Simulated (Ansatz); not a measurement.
H7SbSi2 (`[SiH3][SbH][SiH3]`), relaxed with RKS PBE-D4/def2-SVP in Ansatz 0.2.0 from a rough embedded geometry. The force threshold is 0.03 eV/Å; the program also tests the step.

Total charge 0; spin multiplicity 1. Sb: def2 effective core potential.

Start:

```xyz
10

Si    0.579    0.096   -1.661
Sb    1.353    0.585    0.626
Si   -0.956    0.117    1.492
H    -0.155   -1.110   -1.678
H     1.773   -0.046   -2.600
H    -0.236    1.239   -2.204
H     1.857   -1.076    0.895
H    -1.436   -1.101    0.963
H    -0.916    0.036    2.994
H    -1.861    1.260    1.172
```

Task: How much energy does the relaxation release, and in how many steps? (An estimate is asked.)

Result: Computed: 7.66 kcal/mol, in 3 steps.

Task: Which bonds change most? (Estimate.)

Result: Computed: Si1–Sb2 from 2.464 to 2.603 Å; Si1–H4 from 1.412 to 1.506 Å; Si3–H8 from 1.412 to 1.506 Å; Sb2–Si3 from 2.509 to 2.603 Å.

Task: Give the relaxed structure. (Best estimate.)

Result: The calculation gave: 
```xyz
10

Si    0.617    0.090   -1.740
Sb    1.420    0.638    0.675
Si   -0.970    0.124    1.568
H    -0.210   -1.166   -1.814
H     1.813   -0.058   -2.643
H    -0.211    1.246   -2.232
H     1.887   -1.016    0.916
H    -1.550   -1.145    1.001
H    -0.930    0.013    3.069
H    -1.867    1.274    1.200
```
